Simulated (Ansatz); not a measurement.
Ansatz results at the PBE0-D4/def2-TZVP geometry: LUMO energy (PBE0/def2-TZVPP) -0.86 eV; HOMO energy (B3LYP/def2-TZVPP) -5.88 eV; HOMO–LUMO gap (PBE/def2-TZVPP) 3.31 eV.

Which molecule gave them?
A. `[AlH2][CH]1C=COC1`
B. `C=C(C)[CH]1[O][AlH]1`
C. `C#CSC=O`
D. `OC1=N[SiH]1O`

A. The others give `C#CSC=O`: -1.37, -7.21, 3.93; `OC1=N[SiH]1O`: -0.11, -6.79, 4.51; `C=C(C)[CH]1[O][AlH]1`: -1.26, -5.75, 2.90.

B3LYP here is the variant with VWN-RPA as its local correlation; programs differ in this.
